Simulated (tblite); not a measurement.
A tight-binding relaxation on `CB(C)/N=C1/CC[C@@H]1C#N`.

Computed with GFN2-xTB geometry optimisation, gas phase (tblite 0.8.0). Start geometry: from a force field or distance geometry. The command runs a driver script over a list of jobs; the input below is this job's line of settings and its coordinates in Å.

Command:
```bash
OMP_NUM_THREADS=1 python probes_run.py task.json out
```

Input:
```
{"job": {"kind": "relax", "xc": "GFN2-xTB", "basis": "xTB"}, "charge": 0, "multiplicity": 1}
C      2.611800     1.307200     0.145400
B      1.438500     0.211800     0.297600
C      2.040400    -1.234600     0.721200
N      0.524800     0.213300    -0.919700
C     -0.699200    -0.075900    -0.704200
C     -1.865500    -0.170000    -1.645200
C     -2.712000     0.215200    -0.456600
C     -1.604700    -0.420700     0.376600
C     -1.450000     0.310600     1.618000
N     -1.353500     0.890400     2.611900
H      2.172700     2.314700     0.152900
H      3.032500     1.109800    -0.861100
H      3.409200     1.146300     0.869300
H      3.100400    -1.322300     0.370800
H      2.017500    -1.303000     1.821400
H      1.413000    -2.023400     0.231500
H     -1.854200     0.558800    -2.478900
H     -2.003900    -1.236100    -1.966400
H     -2.733600     1.315200    -0.357100
H     -3.688300    -0.294600    -0.377600
H     -1.804800    -1.495600     0.549900
```

Output:
```
step      E/eV     max force
  0    -750.13431    4.229
  1    -750.71731    4.075
  2    -750.88778    7.494
  3    -751.14438    3.168
  4    -751.23509    2.483
  5    -751.31815    0.569
  6    -751.36420    0.496
  7    -751.42434    0.761
  8    -751.47043    0.819
  9    -751.51775    0.530
... (120 lines left out)
130    -751.96203    0.032
131    -751.96220    0.032
132    -751.96240    0.030
133    -751.96266    0.026
134    -751.96286    0.026
135    -751.96298    0.020
136    -751.96305    0.024
137    -751.96309    0.011
138    -751.96312    0.010
139    -751.96314    0.008
```

«max force» is the largest atomic force in eV/Å.

From which step on does the largest force stay under 0.1 eV/Å, and how much energy is left to gain from there?

From step 74 (0.080 eV/Å), 13.0 meV above the end.

Main results: energy lowered by 42.2 kcal/mol over 139 steps; largest atomic force 0.008 eV/Å at the end.

Time: 1.8 s wall. Hardware: one thread of an Arm Neoverse N1, no GPU, shared host.
Labels such as C1 count atoms from 1, the log's own numbers from 0.
